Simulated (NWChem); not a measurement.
Molecule: GeSiH4OF2; SMILES F[SiH](F)[O][GeH3]

```xyz
9

Si     0.0021    -1.5162    -0.4280
F     -1.2806    -1.8655     0.4687
F      1.2727    -1.8773     0.4810
O      0.0111     0.0510    -0.8400
Ge     0.0038     1.6068     0.0912
H      0.0043    -2.3508    -1.6357
H     -1.2789     1.6536     0.9512
H      0.0085     2.7022    -0.9924
H      1.2762     1.6561     0.9660
```
Atoms are numbered in this order, from 1.

Computed with NWChem. All runs use the structure optimised with B3LYP/6-31G* (spherical d). B3LYP is NWChem's, with the RPA form of VWN correlation. Static field.

Task: Order these by “isotropic polarisability (bohr³)”, lowest first: B3LYP/def2-SVPD; LDA (Slater exchange, VWN5)/def2-SVPD; PBE/def2-SVPD.

Result: B3LYP/def2-SVPD (57.5), PBE/def2-SVPD (60.2), LDA (Slater exchange, VWN5)/def2-SVPD (61.2)
